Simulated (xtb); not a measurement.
C₃H₉Ge, SMILES [GeH3][C](C)C (connectivity only; charge and spin as stated), charge +1, multiplicity 1. All values are semi-empirical tight-binding results from xtb (GFN2-xTB unless named), good for trends rather than for accurate numbers. The structure is a stationary point at GFN2-xTB. The multiplicity is an assumed one; no other spin state was optimised. The isomer is the one that the SMILES or the coordinates give; other isomers of the formula were not compared.

Optimised geometry:

```xyz
13

C     -1.1358     1.7383    -0.2370
C     -0.9165     0.3352    -0.0164
C     -2.0184    -0.5752     0.1286
Ge     0.9624    -0.3543     0.0302
H     -2.1179     1.9878    -0.6419
H     -1.0864     2.1995     0.7631
H     -0.3223     2.2121    -0.7929
H     -3.0060    -0.1166     0.1068
H     -1.9414    -1.3255    -0.6724
H     -1.8859    -1.1914     1.0262
H      0.9245    -1.6882     0.6820
H      1.3046    -0.4168    -1.4183
H      1.7593     0.6859     0.7310
```
Charge +1, spin multiplicity 1.

For metal compounds this method's bond lengths and energies can be far off.

```json
{
  "orbital_gap": "2.42 eV",
  "zero_point_energy": "61.5 kcal/mol",
  "G − E(el) at 298.15 K (modified RRHO)": "41.5 kcal/mol"
}
```

Computed atomic charges and the Wiberg bond orders between heavy atoms:
charges (e) C1 -0.13, C2 0.07, C3 -0.13, Ge4 0.08, H5 0.12, H6 0.18, H7 0.13, H8 0.11, H9 0.17, H10 0.16, H11 0.07, H12 0.08, H13 0.08. Bond orders C1–C2 1.24, C2–C3 1.24, C2–Ge4 0.84.
